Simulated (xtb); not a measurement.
Input for xtb: GFN2-xTB on CH6OSi (SMILES CO[SiH3]), a point of a torsion scan.

```
$ xtb mol.xyz --gfn 2 --opt vtight --chrg 0 --uhf 0 --input xcontrol
9

C      1.26853652    -0.14212895     0.07223910
O      0.29847144     0.36636499    -0.79934592
Si    -1.16921370    -0.49786309    -0.52814236
H      1.76284580    -0.96116843    -0.46488259
H      2.01488038     0.67854979     0.20311374
H      0.83969525    -0.41013989     1.04614036
H     -0.90354962    -1.69176848     0.29851943
H     -1.69893679    -0.84839798    -1.84921241
H     -2.05681069     0.37589553     0.22621059
$constrain
  force constant=1.0
  dihedral: 4,1,2,3,90.0
$end
```

Program output:

```
[...]
           -------------------------------------------------
          |                Calculation Setup                |
           -------------------------------------------------



           -------------------------------------------------
          |                 G F N 2 - x T B                 |
           -------------------------------------------------

        Reference                      10.1021/acs.jctc.8b01176
      * Hamiltonian:
        H0-scaling (s, p, d)           1.850000    2.230000    2.230000
        zeta-weighting                 0.500000
      * Dispersion:
        s8                             2.700000
        a1                             0.520000
        a2                             5.000000
        s9                             5.000000
      * Repulsion:
        kExp                           1.500000    1.000000
        rExp                           1.000000
      * Coulomb:
        alpha                          2.000000
        third order                    shell-resolved
        anisotropic                    true
        a3                             3.000000
        a5                             4.000000
        cn-shift                       1.200000
        cn-exp                         4.000000
        max-rad                        5.000000


          ...................................................
          :                      SETUP                      :
          :.................................................:
          :  # basis functions                  24          :
          :  # atomic orbitals                  23          :
          :  # shells                           13          :
          :  # electrons                        20          :
          :  max. iterations                   250          :
          :  Hamiltonian                  GFN2-xTB          :
          :  restarted?                      false          :
          :  GBSA solvation                  false          :
          :  PC potential                    false          :
          :  electronic temp.          300.0000000     K    :
          :  accuracy                    1.0000000          :
          :  -> integral cutoff          0.2500000E+02      :
          :  -> integral neglect         0.1000000E-07      :
          :  -> SCF convergence          0.1000000E-05 Eh   :
          :  -> wf. convergence          0.1000000E-03 e    :
          :  Broyden damping             0.4000000          :
          :  net charge                          0          :
          :  unpaired electrons                  0          :
          ...................................................

 iter      E             dE          RMSdq      gap      omega  full diag
   1    -11.0120148 -0.110120E+02  0.777E+00    7.21       0.0  T
   2    -11.1058748 -0.938601E-01  0.375E+00    5.80       1.0  T
   3    -11.1078821 -0.200733E-02  0.237E+00    6.20       1.0  T
   4    -11.1083731 -0.490910E-03  0.871E-01    6.06       1.0  T
   5    -11.1082125  0.160600E-03  0.520E-01    6.21       1.0  T
   6    -11.1087554 -0.542912E-03  0.121E-01    6.10       1.0  T
   7    -11.1087593 -0.391373E-05  0.243E-02    6.09       1.4  T
   8    -11.1087589  0.340768E-06  0.150E-02    6.10       2.2  T
   9    -11.1087592 -0.267065E-06  0.104E-02    6.09       3.2  T
  10    -11.1087596 -0.419928E-06  0.153E-03    6.09      21.7  T
  11    -11.1087596 -0.522668E-08  0.550E-04    6.09      60.6  T
  12    -11.1087596 -0.101443E-08  0.454E-05    6.09     734.3  T

   *** convergence criteria satisfied after 12 iterations ***

         #    Occupation            Energy/Eh            Energy/eV
      -------------------------------------------------------------
         1        2.0000           -0.7546497             -20.5351
       ...           ...                  ...                  ...
         4        2.0000           -0.5299948             -14.4219
         5        2.0000           -0.5219872             -14.2040
         6        2.0000           -0.5177938             -14.0899
         7        2.0000           -0.4450090             -12.1093
         8        2.0000           -0.4399345             -11.9712
         9        2.0000           -0.4277366             -11.6393
        10        2.0000           -0.4104552             -11.1691 (HOMO)
        11                         -0.1865524              -5.0763 (LUMO)
        12                         -0.1785533              -4.8587
        13                         -0.1703548              -4.6356
        14                         -0.0470214              -1.2795
        15                         -0.0340244              -0.9259
       ...                                ...                  ...
        23                          0.7005107              19.0619
      -------------------------------------------------------------
                  HL-Gap            0.2239028 Eh            6.0927 eV
             Fermi-
[...]
 0 min,  0.000 sec (  0.861%)
 classical contributions        ...        0 min,  0.000 sec (  0.443%)
 integral evaluation            ...        0 min,  0.000 sec ( 23.577%)
 iterations                     ...        0 min,  0.000 sec ( 21.946%)
 molecular gradient             ...        0 min,  0.001 sec ( 47.307%)
 printout                       ...        0 min,  0.000 sec (  3.090%)

         :::::::::::::::::::::::::::::::::::::::::::::::::::::
         ::                     SUMMARY                     ::
         :::::::::::::::::::::::::::::::::::::::::::::::::::::
         :: total energy             -11.039377205305 Eh    ::
         :: gradient norm              0.000059054287 Eh/a0 ::
         :: HOMO-LUMO gap              6.482326517910 eV    ::
         ::.................................................::
         :: SCC energy               -11.139654529938 Eh    ::
         :: -> isotropic ES            0.030691120984 Eh    ::
         :: -> anisotropic ES          0.003836373791 Eh    ::
         :: -> anisotropic XC          0.000757583506 Eh    ::
         :: -> dispersion             -0.003866606382 Eh    ::
         :: repulsion energy           0.100276493046 Eh    ::
         :: add. restraining           0.000000831588 Eh    ::
         :: total charge               0.000000000000 e     ::
         :::::::::::::::::::::::::::::::::::::::::::::::::::::

           -------------------------------------------------
          |                Property Printout                |
           -------------------------------------------------

    * Orbital Energies and Occupations

         #    Occupation            Energy/Eh            Energy/eV
      -------------------------------------------------------------
         1        2.0000           -0.7547136             -20.5368
         2        2.0000           -0.6669920             -18.1498
         3        2.0000           -0.6030807             -16.4107
         4        2.0000           -0.5362462             -14.5920
         5        2.0000           -0.5339256             -14.5289
         6        2.0000           -0.5226617             -14.2223
         7        2.0000           -0.4451446             -12.1130
         8        2.0000           -0.4415807             -12.0160
         9        2.0000           -0.4176258             -11.3642
        10        2.0000           -0.4091167             -11.1326 (HOMO)
        11                         -0.1708956              -4.6503 (LUMO)
        12                         -0.1593715              -4.3367
        13                         -0.1520666              -4.1379
        14                         -0.0384546              -1.0464
        15                         -0.0142779              -0.3885
        16                          0.1232573               3.3540
        17                          0.1480561               4.0288
        18                          0.1972269               5.3668
        19                          0.2084046               5.6710
        20                          0.4811383              13.0924
        21                          0.6777569              18.4427
       ...                                ...                  ...
        23                          0.7810823              21.2543
      -------------------------------------------------------------
                  HL-Gap            0.2382211 Eh            6.4823 eV
             Fermi-level           -0.2900062 Eh           -7.8915 eV

     #   Z          covCN         q      C6AA      α(0)
     1   6 C        3.680     0.048    19.979     6.402
     2   8 O        1.621    -0.367    20.239     6.072
     3  14 Si       3.581     0.497    98.476    19.077
     4   1 H        0.924     0.036     2.499     2.472
     5   1 H        0.924     0.048     2.349     2.397
     6   1 H        0.924     0.026     2.648     2.545
     7   1 H        0.917    -0.097     5.461     3.655
     8   1 H        0.921    -0.090     5.221     3.574
     9   1 H        0.917    -0.100     5.577     3.694

 Mol. C6AA /au·bohr⁶  :        919.644896
 Mol. C8AA /au·bohr⁸  :      27934.590990
 Mol. α(0) /au        :         49.887442


Wiberg/Mayer (AO) data.
largest (>0.10) Wiberg bond orders for each atom

 ---------------------------------------------------------------------------
     #   Z sym  total        # sym  WBO       # sym  WBO       # sym  WBO
 ---------------------------------------------------------------------------
     1   6 C    3.950 --     2 O    1.000     6 H    0.988     4 H    0.980
                             5 H    0.980
     2   8 O    2.272 --     3 Si   1.160     1 C    1.000
     3  14 Si   3.858 --     2 O    1.160     7 H    0.895     9 H    0.894
                             8 H    0.893
     4   1 H    0.999 --     1 C    0.980
     5   1 H    0.998 --     1 C    0.980
     6   1 H    0.999 --     1 C    0.988
     7   1 H    0.991 --     3 Si   0.895
     8   1 H    0.992 --     3 Si   0.893
     9   1 H    0.990 --     3 Si   0.894
 ---------------------------------------------------------------------------

Topologies differ in total number of bonds
Writing topology from bond orders to xtbtopo.mol

molecular dipole:
                 x           y           z       tot (Debye)
 q only:        0.011      -0.054       0.340
   full:        0.258      -0.004       0.439       1.295
molecular quadrupole (traceless):
                xx          xy          yy          xz          yz          zz
 q only:        2.306       0.701      -0.545       1.205       0.042      -1.761
  q+dip:       -0.179      -0.541       1.010      -0.147      -0.307      -0.832
   full:        1.532      -0.046       0.002       1.096       0.028      -1.534

           -------------------------------------------------
          |                Geometry Summary                 |
           -------------------------------------------------

      molecular mass/u    :       62.1432840
   center of mass at/Å    :       -0.2231355      -0.3843431      -0.4482061
  moments of inertia/u·Å² :        0.1357956E+02   0.9192383E+02   0.9668087E+02
rotational constants/cm⁻¹ :        0.1241397E+01   0.1833870E+00   0.1743637E+00

 * 8 selected distances

     #   Z          #   Z                                           value/Å
     1   6 C        2   8 O                                       1.3930512
     2   8 O        3  14 Si                                      1.6199468 (max)
     1   6 C        4   1 H                                       1.0935316
     1   6 C        5   1 H                                       1.0919226 (min)
     1   6 C        6   1 H                                       1.0920506
     3  14 Si       7   1 H                                       1.4671487
     3  14 Si       8   1 H                                       1.4520744
     3  14 Si       9   1 H                                       1.4670146

 * 4 distinct bonds (by element types)

   Z      Z             #   av. dist./Å        max./Å        min./Å
   1 H    6 C           3     1.0925016     1.0935316     1.0919226
   6 C    8 O           1     1.3930512     1.3930512     1.3930512
   1 H   14 Si          3     1.4620793     1.4671487     1.4520744
   8 O   14 Si          1     1.6199468     1.6199468     1.6199468


optimized geometry written to: xtbopt.xyz


           -------------------------------------------------
          | TOTAL ENERGY              -11.039377205305 Eh   |
Note: The following floating-point exceptions are signalling: IEEE_UNDERFLOW_FLAG IEEE_DENORMAL
normal termination of xtb
          | GRADIENT NORM               0.000059054287 Eh/α |
          | HOMO-LUMO GAP               6.482326517910 eV   |
           -------------------------------------------------

------------------------------------------------------------------------
------------------------------------------------------------------------
 total:
 SCF:
 ANC optimizer:
```

The run finished.

Warnings raised: the energy holds the restraint's term.

Cost: very roughly 0.08 core-seconds.
